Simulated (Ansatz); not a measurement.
A run for Ansatz (a quantum-chemistry and plane-wave program): U-PBE/def2-TZVPP on ClH2Si (SMILES [SiH2]Cl), 2S+1 = 2, atoms moved off the minimum.

Ansatz 0.2 input:
```yaml
crystal:
  periodic: [false, false, false]
  atoms:
    - {symbol: Si, position_ang: [-0.91418565, 0.00047762, 0.45552393]}
    - {symbol: Cl, position_ang: [0.91376939, -0.01592559, -0.25124299]}
    - {symbol: H, position_ang: [-1.62281541, 1.34404429, -0.24430733]}
    - {symbol: H, position_ang: [-1.59166029, -1.12692441, -0.27606430]}
basis:
  gaussian:
    orbitals: def2-TZVPP
hamiltonian:
  xc: {name: PBE}
magnetization: {spin_polarized: true, initial_magnetization: 1}
output: {forces: true}
```

Task: Predict the final total energy.

Result: -750.5515 hartree.
